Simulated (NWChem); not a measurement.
System: SiO2 anion, doublet

The following NWChem deck was run.

```
start job
memory heap 200 mb stack 900 mb global 1100 mb
charge -1
geometry units angstroms noautosym nocenter noautoz
  O     -1.475900     0.000000    -0.273760
  Si     0.000000     0.000000     0.293367
  O      1.475900     0.000000    -0.273760
end
basis spherical
  O library iglo-ii
  Si library iglo-ii
end
dft
  odft
  mult 2
  xc hfexch
  iterations 150
end
property
  hyperfine
end
task dft property
```

In the optimisation the excess spin sits in a1 (C2v, its own frame). Sets without diffuse functions describe the anion's extra electron poorly. Geometry: optimised at B3LYP/def2-SVPD, spin-unrestricted. No stability test was run on the SCF state.

Fermi-contact couplings, non-relativistic, static geometry.

Atoms are numbered as in the input.

**Question.** Predict the main results of this run. (UHF/IGLO-II, contact and dipolar terms.) Quantities: A(iso) 29Si atom 2 (MHz); A(iso) 17O atom 3 (MHz); <S²>.

**Answer.** 
| Item | Result |
|---|---|
| A(iso) 29Si atom 2 (MHz) | -650 |
| A(iso) 17O atom 3 (MHz) | -61.8 |
| <S²> | 0.764 |
